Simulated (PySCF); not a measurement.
Vertical excitation energies

Species: C5H12OSi.
SMILES: `C[C@H](C=O)CC[SiH3]`

Computed, not measured: TDDFT PBE0/def2-SVPD, vertical, gas phase, core orbitals frozen in the response in PySCF 2.14.0, density-fitted response routines. One conformer (not necessarily the lowest) at the GFN2-xTB geometry, without solvent, vibrations or thermal averaging. Torsions of this conformer, `[CH3:1][C@H:2]([CH:3]=[O:4])[CH2:5][CH2:6][SiH3:7]`: C1–C2–C3–O4 -117°, C1–C2–C5–C6 -167°, C2–C5–C6–Si7 180°.

| state | λ (nm) | E (eV) | f | main configurations (H = HOMO, L = LUMO) |
| --- | --- | --- | --- | --- |
| S1 | 287.7 | 4.31 | 0.0003 | H→L (97%) |
| S2 | 191.0 | 6.49 | 0.0008 | H-1→L (97%) |
| S3 | 177.8 | 6.97 | 0.0065 | H→L+1 (84%), H→L+2 (10%) |
| S4 | 168.4 | 7.36 | 0.048 | H→L+2 (84%), H→L+1 (11%) |
| S5 | 163.5 | 7.58 | 0.0096 | H-2→L (80%), H-5→L (14%) |
| S6 | 162.7 | 7.62 | 0.016 | H-3→L (58%), H-4→L (36%) |
| S7 | 161.2 | 7.69 | 0.0036 | H→L+4 (52%), H→L+3 (39%) |
| S8 | 157.7 | 7.86 | 0.0059 | H-4→L (43%), H-3→L (30%), H-1→L+1 (12%) |

Triplets (Tamm–Dancoff): T1 3.68 eV, H→L (95%); T2 6.04 eV, H-7→L (43%), H-5→L (18%), H-4→L (10%); T3 6.43 eV, H-1→L (95%).

The lowest singlet lies at 4.31 eV (288 nm, ultraviolet) and is dark (f under 0.0005); its leading configuration is HOMO→LUMO (97%). The most intense listed level is S4 at 7.36 eV (168 nm, f = 0.048), 3.05 eV above S1. S1 has the pattern of n→π* at C=O. Orbital energies (eV): HOMO-3 -9.40, HOMO-2 -9.33, HOMO-1 -8.49, HOMO -7.48, LUMO -0.85, LUMO+1 0.53, LUMO+2 0.86. The listed states span 3.55 eV, and the widest gap between neighbours is 2.18 eV (S1 to S2). Weighted by f, the mean energy of these states is 7.43 eV. Singlets were solved by full linear response, triplets in the Tamm–Dancoff approximation.
